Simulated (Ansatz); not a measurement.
Total energies of `[NH2][Hf]([OH])([OH])[OH]`.

```xyz
10

N     0.9078   -1.5122    0.2083
Hf   -0.1844    0.1926   -0.0537
O    -1.7495    0.0361    1.0752
O    -0.5532    0.3385   -1.9489
O     0.8227    1.7609    0.5013
H     0.8919   -2.0990    1.0298
H     1.4939   -1.9467   -0.4897
H    -2.4948    0.3500    1.5758
H    -0.7748    0.7875   -2.7575
H     1.6404    2.0922    0.8595
```

Charge 0, multiplicity 1. Correlated methods include outer-core shells of Hf, which these sets cover unevenly. Hf takes the def2 core potential. All single points use the PBE0-D4/def2-TZVP geometry. It is one conformer, not always the lowest. Basis def2-TZVPP, the Gaussian-basis code of Ansatz.

RPA on PBE orbitals: Hartree–Fock energy of these orbitals -329.74097 Eh, correlation -1.91459 Eh (frozen core).

```tsv
functional	energy without D4 (Eh)	D4 term (kJ/mol)
LDA (SPW92)	-329.64495	–
PBE	-331.54948	-16.3
revPBE	-331.78982	-40.6
BLYP	-331.76563	-33.7
r2SCAN	-331.72017	-4.2
B97M-V	-331.76070	–
PBE0	-331.51374	-14.1
B3LYP	-331.85959	-25.9
r2SCANh	-331.68336	-4.5
r2SCAN0	-331.62986	-5.0
HSE06 (plane-wave form)	-331.49940	-13.3
BHLYP	-331.58730	-21.9
CAM-B3LYP	-331.70545	-14.5
LC-ωPBE	-331.69537	–
ωB97X-V	-331.71542	–
ωB97M-V	-331.66852	–
B2PLYP	-331.55063	–
PBE-QIDH	-331.40075	–
```

B3LYP takes the VWN-RPA correlation (the form of Gaussian; ORCA's B3LYP/G). HSE06 is the plane-wave form, built on full-range PBE exchange. The double hybrids freeze the cores in their second-order part.

LC-ωPBE has ω = 0.4 bohr⁻¹.
